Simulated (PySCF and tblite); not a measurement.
Values are calculated unless marked as measured or tabulated.
C7H11Cl, numbered as in [Cl:1][C@@H:2]1[CH:3]=[CH:4][CH2:5][CH2:6][CH2:7][CH2:8]1.

Geometries GFN2-xTB; weights from PBE0-D3(BJ)/def2-SVP (IEF-PCM, water) energies and GFN2-xTB thermal corrections, with symmetry numbers and mirror pairs. Conformers within 4 kcal/mol (GFN2-xTB free energy) were kept, 9 at most. GIAO shieldings: mPW1PW91/pcSseg-1 (IEF-PCM, water). Shifts are against TMS (¹H), TMS (¹³C) at the same level; of two unlike H on one atom, a is the less shielded. (PySCF 2.14, tblite 0.8.)

Q: List the conformer-averaged shifts at 298.15 K.

A: ¹H: 6.59 (H4, 1H), 6.34 (H3, 1H), 4.96 (H2, 1H), 2.55 (H5a, 1H), 2.30 (H7a, 1H), 2.29 (H5b, 1H), 2.08 (H8a, 1H), 1.97 (H8b, 1H), 1.85 (H7b, 1H), 1.81 (H6a, 1H), 1.50 (H6b, 1H) ppm. ¹³C: 149.8 (C4), 141.9 (C3), 67.0 (C2), 38.4 (C8), 31.8 (C5), 31.0 (C6), 30.6 (C7) ppm.

Q: How do the conformers differ?

A: The 7-ring runs over atoms 2–3–4–5–6–7–8.
| conformer | shape | weight % |
| --- | --- | --- |
| 1 | 7-ring puckered (ring torsions 0, -58, 77, -70, 66, -70, 55°) | 50.7 |
| 2 | 7-ring puckered (ring torsions 4, 37, -83, 41, 45, -76, 25°) | 32.3 |
| 3 | 7-ring puckered (ring torsions 0, 62, -78, 67, -67, 79, -64°) | 11.5 |
| 4 | 7-ring puckered (ring torsions -5, -32, 82, -42, -46, 82, -30°) | 4.3 |
| 5 | 7-ring puckered (ring torsions 0, -66, 46, 38, -90, 37, 23°) | 1.1 |

Not shown: 1 more, 0.2 % in all.

```json
{"signal": "H2", "1": "4.94", "2": "5.00", "3": "4.92", "4": "5.00", "5": "4.82", "average": "4.96"}
{"signal": "H3", "1": "6.51", "2": "6.19", "3": "6.23", "4": "5.98", "5": "6.01", "average": "6.34"}
{"signal": "H4", "1": "6.69", "2": "6.54", "3": "6.43", "4": "6.32", "5": "6.30", "average": "6.59"}
{"signal": "H5a", "1": "2.71", "2": "2.40", "3": "2.33", "4": "2.27", "5": "2.64", "average": "2.55"}
{"signal": "H5b", "1": "2.34", "2": "2.26", "3": "2.19", "4": "2.29", "5": "2.22", "average": "2.29"}
{"signal": "H6a", "1": "1.88", "2": "1.96", "3": "1.05", "4": "1.88", "5": "1.71", "average": "1.81"}
{"signal": "H6b", "1": "1.24", "2": "1.84", "3": "1.69", "4": "1.52", "5": "1.59", "average": "1.50"}
{"signal": "H7a", "1": "2.52", "2": "2.14", "3": "2.11", "4": "1.70", "5": "1.83", "average": "2.30"}
{"signal": "H7b", "1": "1.93", "2": "1.78", "3": "1.76", "4": "1.86", "5": "1.34", "average": "1.85"}
{"signal": "H8a", "1": "2.07", "2": "2.20", "3": "1.76", "4": "2.33", "5": "1.84", "average": "2.08"}
{"signal": "H8b", "1": "1.79", "2": "2.18", "3": "2.00", "4": "2.15", "5": "2.46", "average": "1.97"}
{"signal": "C2", "1": "67.1", "2": "66.7", "3": "67.8", "4": "67.2", "5": "67.2", "average": "67.0"}
{"signal": "C3", "1": "141.6", "2": "140.0", "3": "148.0", "4": "143.2", "5": "138.1", "average": "141.9"}
{"signal": "C4", "1": "151.9", "2": "150.0", "3": "142.8", "4": "144.7", "5": "142.5", "average": "149.8"}
{"signal": "C5", "1": "32.5", "2": "30.9", "3": "32.5", "4": "30.2", "5": "27.2", "average": "31.8"}
{"signal": "C6", "1": "32.0", "2": "30.3", "3": "29.7", "4": "30.8", "5": "26.5", "average": "31.0"}
{"signal": "C7", "1": "31.2", "2": "27.9", "3": "36.0", "4": "30.0", "5": "24.8", "average": "30.6"}
{"signal": "C8", "1": "38.7", "2": "35.3", "3": "44.1", "4": "42.3", "5": "36.8", "average": "38.4"}
```

Q: Which signal moves most, for its nucleus, between 180 and 800 K through the change of populations alone?

A: H7a: 2.37 ppm at 180 K, 2.32 ppm at 273.15 K, 2.30 ppm at 298.15 K, 2.21 ppm at 500 K, 2.12 ppm at 800 K.

Shifts are unscaled: against experiment ¹³C can be off by 15 ppm or more and ¹H by 0.8 ppm.
